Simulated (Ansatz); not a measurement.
Cartesian coordinates in Å:
```
F 0.8628 -1.7826 0.6556
Ga 0.4482 -0.1241 1.1535
B -0.4534 0.7867 -0.4974
S -0.6219 -0.1914 -1.9685
Cl -1.0438 2.4349 -0.5138
H 0.8575 0.1763 2.6275
H -0.0494 -1.2998 -1.4570
```

Charge 0, multiplicity 1.

Question: List the ωB97M-V/def2-TZVPP orbital energies in eV (Ansatz). (Estimate.)

Answer: Ansatz gave: Occupied: -10154.03, -2772.43, -2427.49, -1257.51, -1111.71, -1111.60, -1111.58, -676.10, -262.84, -221.50, -200.31, -200.21, -200.16, -190.03, -164.58, -164.50, -164.47, -154.91, -107.44, -107.17, -107.09, -34.13, -26.63, -26.46, -26.42, -26.35, -26.21, -26.16, -24.00, -16.93, -15.92, -14.62, -13.79, -13.43, -13.10, -12.86, -12.53, -12.16, -10.61, -9.88. Lowest empty: -0.81, 1.62, 1.86, 2.03, 2.77, 3.10, 3.98, 4.25.
